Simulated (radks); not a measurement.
Fractional charge and spin in the 5p shell of neodymium: the spin-up occupation runs from 2 to 3 and the spin-down occupation from 2 to 3; the fullest corner is Nd3+, [Kr] 4d10 4f(up 1.5, down 1.5) 5s2 5p(up 3, down 3). Calculated with a radial shooting solver on a logarithmic mesh with Libxc functionals: scalar-relativistic Kohn-Sham, SCAN, spin-polarised, spherical densities, finite nucleus; meta-GGA in the generalised Kohn-Sham scheme; Fermi nuclear charge, rms radius of each element as measured or else 0.836 A^(1/3) + 0.57 fm. Energy (eV) above the fullest corner. The planes named below are the two flat planes that join the four corners, with an edge along up + down = one added electron.

down \ up,2,2.25,2.5,2.75,3
2,123.152,104.850,87.339,70.619,54.689
2.25,104.850,87.437,70.806,54.957,39.892
2.5,87.339,70.806,55.044,40.061,25.836
2.75,70.619,54.957,40.061,25.918,12.544
3,54.689,39.892,25.836,12.544,0.000

Corners above the fullest one (they belong to Nd4+ and the next ion): (up 3, down 2) 54.689 eV, (up 2, down 3) 54.689 eV, (up 2, down 2) 123.15 eV. With half an added electron in each spin the energy lies 0.355 eV from the planes, and with half an added electron in spin up alone -1.582 eV. The planes are only a guide here: the flat-plane condition holds for ground states with one frontier orbital, while this shell lies below other occupied shells, so the corners above the fullest one are inner-hole states and not the ground states of those ions.
